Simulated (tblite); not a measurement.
C6H12BNS.
Atom-mapped SMILES: `[CH3:1][CH2:2][C@:3]1([CH3:4])[BH2-:5][N+:6]#[C:7][CH2:8][S:9]1` (hydrogens: H10, H11, H12 on C1; H13, H14 on C2; H15, H16, H17 on C4; H18, H19 on B5; H20, H21 on C8)
Bond orders are those of one Lewis drawing.

Computed with GFN2-xTB (tblite), gas phase: L-BFGS steps from a force-field or distance-geometry start until the largest atomic force falls under 0.01 eV/Å.

Step 19: E = -716.1914 eV
```
atom  x, y, z in Å  |  force x, y, z in eV/Å
C1     -0.6791   -0.6812   -2.0549   -0.012  -0.003   0.008
C2     -1.4954   -1.1212   -0.8466   -0.008   0.009   0.018
C3     -1.9738    0.0142    0.0613    0.020   0.034  -0.009
C4     -2.7040   -0.5869    1.2632   -0.002  -0.006  -0.006
B5     -3.1351    1.0146   -0.7373    0.008  -0.022   0.013
N6     -2.2703    2.1515   -1.1506   -0.035  -0.017  -0.007
C7     -1.2061    2.5527   -0.9028    0.004   0.013  -0.030
C8      0.0225    2.3173   -0.2592   -0.008   0.009  -0.012
S9     -0.5026    0.8375    0.8162   -0.007  -0.004   0.027
H10     0.2610   -0.2319   -1.7409   -0.004   0.001  -0.013
H11    -0.4487   -1.5444   -2.6762    0.014   0.018  -0.001
H12    -1.2338    0.0364   -2.6555    0.017  -0.001   0.018
H13    -0.9007   -1.8255   -0.2540   -0.003   0.011  -0.033
H14    -2.3855   -1.6510   -1.1926    0.012  -0.027  -0.009
H15    -3.5967   -1.0974    0.9119   -0.031  -0.012   0.015
H16    -2.0742   -1.3066    1.7868   -0.028  -0.008   0.015
H17    -3.0027    0.1906    1.9619    0.024  -0.016   0.002
H18    -3.5817    0.4541   -1.6770   -0.011  -0.003  -0.012
H19    -3.9585    1.4370    0.0024    0.009   0.026   0.013
H20     0.3459    3.0862    0.4376    0.015   0.009  -0.008
H21     0.8214    2.0389   -0.9442    0.026  -0.013   0.013
```

Step 20: E = -716.1918 eV
```
atom  x, y, z in Å  |  force x, y, z in eV/Å
C1     -0.6785   -0.6800   -2.0544   -0.011   0.001  -0.004
C2     -1.4950   -1.1210   -0.8472   -0.005   0.009   0.027
C3     -1.9750    0.0130    0.0609    0.021   0.065  -0.012
C4     -2.7046   -0.5870    1.2633   -0.001  -0.007  -0.001
B5     -3.1358    1.0137   -0.7375   -0.003  -0.014   0.008
N6     -2.2702    2.1497   -1.1540   -0.026  -0.019   0.001
C7     -1.2068    2.5514   -0.9031    0.006   0.009  -0.036
C8      0.0215    2.3164   -0.2587   -0.004   0.008  -0.014
S9     -0.5034    0.8373    0.8165   -0.020  -0.008   0.029
H10     0.2615   -0.2307   -1.7410    0.002   0.001  -0.005
H11    -0.4482   -1.5422   -2.6767    0.018   0.008  -0.003
H12    -1.2323    0.0377   -2.6550    0.005   0.010   0.011
H13    -0.8989   -1.8230   -0.2543    0.003  -0.007  -0.026
H14    -2.3837   -1.6529   -1.1934    0.007  -0.027  -0.010
H15    -3.5992   -1.0956    0.9143   -0.032  -0.016   0.010
H16    -2.0745   -1.3073    1.7851   -0.027  -0.019   0.020
H17    -3.0001    0.1906    1.9632    0.023  -0.013  -0.001
H18    -3.5845    0.4518   -1.6766   -0.008   0.010   0.009
H19    -3.9566    1.4418    0.0035    0.018   0.008  -0.003
H20     0.3460    3.0860    0.4371    0.011   0.006  -0.010
H21     0.8204    2.0353   -0.9426    0.025  -0.005   0.009
```

Q: Estimate the geometry and energy of step 21. (The exact step hangs on the optimiser's Hessian estimate; all steps are aligned on step 20, rigid shifts and turns removed.)

A: E = -716.1922 eV, largest force 0.064 eV/Å
```
atom  x, y, z in Å  |  force x, y, z in eV/Å
C1     -0.6780   -0.6788   -2.0539   -0.004   0.006  -0.014
C2     -1.4949   -1.1206   -0.8476    0.000   0.007   0.022
C3     -1.9761    0.0127    0.0604    0.013   0.062  -0.005
C4     -2.7054   -0.5872    1.2631   -0.002  -0.008   0.003
B5     -3.1367    1.0125   -0.7375   -0.012   0.001   0.001
N6     -2.2703    2.1476   -1.1573   -0.006  -0.015   0.009
C7     -1.2076    2.5502   -0.9043    0.007   0.000  -0.038
C8      0.0204    2.3157   -0.2585   -0.001   0.005  -0.015
S9     -0.5045    0.8369    0.8174   -0.029  -0.003   0.024
H10     0.2620   -0.2295   -1.7412    0.007   0.001   0.004
H11    -0.4474   -1.5398   -2.6773    0.018  -0.004  -0.005
H12    -1.2307    0.0392   -2.6542   -0.009   0.021   0.002
H13    -0.8970   -1.8205   -0.2550    0.009  -0.022  -0.012
H14    -2.3816   -1.6553   -1.1944    0.004  -0.020  -0.006
H15    -3.6024   -1.0939    0.9171   -0.023  -0.012   0.005
H16    -2.0755   -1.3084    1.7838   -0.025  -0.027   0.019
H17    -2.9971    0.1903    1.9647    0.018  -0.008  -0.002
H18    -3.5874    0.4496   -1.6761   -0.006   0.019   0.030
H19    -3.9542    1.4470    0.0047    0.022  -0.010  -0.016
H20     0.3462    3.0859    0.4362    0.003   0.001  -0.014
H21     0.8199    2.0313   -0.9407    0.017   0.004   0.006
```

The energy changes by -0.0004 eV. The first-order estimate −F·Δx gives -0.0006 eV and the mean of the old and new forces, exact on a quadratic surface, -0.0004 eV. The step makes an angle of 71° with the force vector and moves no atom by more than 0.006 Å.

The cost below is that of the whole relaxation. The run took 0.73 s on one thread, Arm Neoverse N1 (aarch64), on a shared host.
